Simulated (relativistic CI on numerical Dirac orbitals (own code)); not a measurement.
# Hyperfine structure of Tl²⁵⁺, mass number 205

Computed by Dirac-Coulomb-Breit CI, KLI orbitals optimised for each configuration, a model potential for QED, unscaled Slater integrals (own radial code, finite nucleus).

Configuration list (outside the closed core [Ar] 3d10): 4s²4p⁶4d¹⁰4f¹⁰, 4s²4p⁶4d¹⁰4f⁹5s, 4s²4p⁶4d¹⁰4f⁸5s², 4s²4p⁶4d⁹4f¹¹, 4s²4p⁶4d⁸4f¹², 4s²4p⁵4d¹⁰4f¹¹, 4s²4p⁶4d¹⁰4f⁹6s, 4s4p⁶4d¹⁰4f¹¹, 4s²4p⁴4d¹⁰4f¹², 4p⁶4d¹⁰4f¹², 4s4p⁶4d⁹4f¹², 4s4p⁵4d¹⁰4f¹². Levels of other configurations are missing.

Nuclear spin I = 1/2, μ = 1.632 μN (tables of Stone and Pyykkö). The electronic factors are computed for point nuclear moments, without core polarisation or the Bohr-Weisskopf and QED corrections.

| Level | E (eV) | A (MHz) |
| --- | --- | --- |
| 4s²4p⁶4d¹⁰4f¹⁰ ⁵I8 | 0.0000 | 9302 |
| 4s²4p⁶4d¹⁰4f¹⁰ ⁵I7 | 4.0755 | 10230 |
| 4s²4p⁶4d¹⁰4f¹⁰ ⁵I6 | 5.2799 | 10330 |
| 4s²4p⁶4d¹⁰4f¹⁰ ⁵G6 | 8.5496 | 9181 |
| 4s²4p⁶4d¹⁰4f¹⁰ ⁵F3 | 9.1188 | 8170 |

Levels with J = 0, under 50 % of one LS term, or S terms without an open s electron are left out. Small factors come from cancelling terms and can be off by tens of per cent or more.

At this charge energies of transitions that change n are usually good to better than 1 %, and those within a shell (Δn = 0) to a few per cent. Terms inside the open d or f shell come out 10 to 20 % too wide with unscaled integrals.

(1) Give the hyperfine levels of 4s²4p⁶4d¹⁰4f¹⁰ ⁵I8 relative to its centre of gravity.

## Answers

(1) With K = F(F + 1) − I(I + 1) − J(J + 1), E = AK/2: F = 15/2: -41860, F = 17/2: 37210 MHz.

LS names give the leading component of a level, which can be under half, so a name can repeat, a term be missing and a line seem to break the LS rules.
